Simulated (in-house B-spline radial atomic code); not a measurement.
Configurations of neutral barium, with energies counted from [Xe] 6s2. All numbers are computed (Dirac-Hartree-Fock, average of configuration; Fermi nucleus of rms radius 4.8378 fm) with a radial B-spline atomic code at the basis-set limit, not measured. Energies include first-order Breit, QED and recoil terms.

Occupations are held fixed; configurations that lie above the ionisation limit could autoionise.

```tsv
configuration	E - E(ref) (eV)	highest orbital	its <r> (bohr)
[Xe] 6s1 6p1	1.3065	6p3/2	6.685
[Kr] 4d10 5s2 5p5 6s2 9d1	22.509	9d5/2	55.73
[Kr] 4d10 5s1 5p6 5d1 6s2	36.257	6s1/2	4.846
[Kr] 4d10 5s1 5p6 6s2 8p1	40.991	8p3/2	25.75
[Kr] 4d10 5s1 5p6 5g1 6s2	41.226	5g9/2	27.49
[Kr] 4d10 5s1 5p6 6s2 6f1	41.386	6f7/2	46.67
[Kr] 4d9 5s2 5p6 6s2 10s1	98.645	10s1/2	49.28
[Kr] 4d9 5s2 5p6 6s2 7g1	98.783	7g9/2	63.48
[Ar] 3d10 4s2 4p5 4d10 5s2 5p6 6s2 6f1	202.58	6f7/2	31.55
```

(1) Order these further configurations by energy, lowest first.
A. [Ar] 3d10 4s2 4p5 4d10 5s2 5p6 6s2 7s1
B. [Kr] 4d10 4f1 5s1 5p6 6s2
C. [Kr] 4d10 5s2 5p5 5f1 6s2
D. [Kr] 4d10 5s2 5p5 6s2 10d1
E. [Ar] 3d10 4s2 4p5 4d10 5s2 5p6 6s2 10s1

(2) How far above the reference does [Ar] 3d10 4s2 4p5 4d10 4f1 5s2 5p6 6s2 lie?

(3) How far above the reference does [Kr] 4d10 5s2 5p5 6s2 7s1 lie?

(4) How far above the reference does [Kr] 4d10 5s2 5p5 6s2 7f1 lie?

Answers

(1) C (22.305 eV), D (22.599 eV), B (41.248 eV), A (201.2 eV), E (202.7 eV).

(2) 198.93 eV; its least bound orbital is 6s1/2 with <r> = 5.044 bohr.

(3) 20.969 eV; its least bound orbital is 7s1/2 with <r> = 11.29 bohr.

(4) 22.576 eV; its least bound orbital is 7f5/2 with <r> = 66.12 bohr.
